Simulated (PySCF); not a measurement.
C2HF4, multiplicity 2. Atoms are numbered in the order given.

```xyz
7

F      1.7726    -0.9042    -0.1584
C      1.1002     0.2235    -0.3250
C     -0.3503     0.1757     0.0181
F     -0.5612     0.0196     1.3418
F     -0.9708    -0.8378    -0.5990
F     -0.9263     1.3283    -0.3512
H      1.6734     1.1520    -0.2582
```
Charge 0, spin multiplicity 2.

Geometry: B3LYP-D3(BJ)/def2-SVP. The isomer is the one that the SMILES or the coordinates give; other isomers of the formula were not compared.

Level of theory: TDA-ωB97X/def2-SVPD (PySCF).

Vertical excitations. 

```json
[
 {"state": "root 1", "energy (eV)": "6.02", "λ (nm)": "206", "f": "0.000", "main pairs": "β HOMO→LUMO 94 %"},
 {"state": "root 2", "energy (eV)": "6.77", "λ (nm)": "183", "f": "0.010", "main pairs": "α HOMO→LUMO 48 %, α HOMO→LUMO+1 32 %"},
 {"state": "root 3", "energy (eV)": "7.73", "λ (nm)": "160", "f": "0.007", "main pairs": "α HOMO→LUMO+2 40 %, α HOMO→LUMO 31 %, α HOMO→LUMO+1 14 %"},
 {"state": "root 4", "energy (eV)": "8.48", "λ (nm)": "146", "f": "0.003", "main pairs": "α HOMO→LUMO+4 11 %, α HOMO→LUMO 8 %, α HOMO→LUMO+1 7 %, β HOMO−4→LUMO 50 %"},
 {"state": "root 5", "energy (eV)": "8.56", "λ (nm)": "145", "f": "0.003", "main pairs": "β HOMO−1→LUMO 92 %"},
 {"state": "root 6", "energy (eV)": "8.76", "λ (nm)": "141", "f": "0.031", "main pairs": "α HOMO→LUMO+4 17 %, α HOMO→LUMO+2 14 %, α HOMO→LUMO+1 6 %, β HOMO−2→LUMO 24 %, β HOMO−4→LUMO 16 %"},
 {"state": "root 7", "energy (eV)": "8.86", "λ (nm)": "140", "f": "0.029", "main pairs": "α HOMO→LUMO+2 5 %, β HOMO−2→LUMO 36 %, β HOMO−4→LUMO 18 %, β HOMO−5→LUMO 12 %, β HOMO−7→LUMO 10 %"},
 {"state": "root 8", "energy (eV)": "8.99", "λ (nm)": "138", "f": "0.004", "main pairs": "β HOMO−3→LUMO 84 %"},
 {"state": "root 9", "energy (eV)": "9.30", "λ (nm)": "133", "f": "0.018", "main pairs": "α HOMO→LUMO+3 8 %, β HOMO−5→LUMO 32 %, β HOMO−2→LUMO 28 %, β HOMO−7→LUMO 20 %"},
 {"state": "root 10", "energy (eV)": "9.67", "λ (nm)": "128", "f": "0.016", "main pairs": "α HOMO→LUMO+4 27 %, α HOMO→LUMO+1 19 %, α HOMO→LUMO+2 17 %, α HOMO→LUMO+6 15 %"}
]
```
Unrestricted roots are not spin-pure.
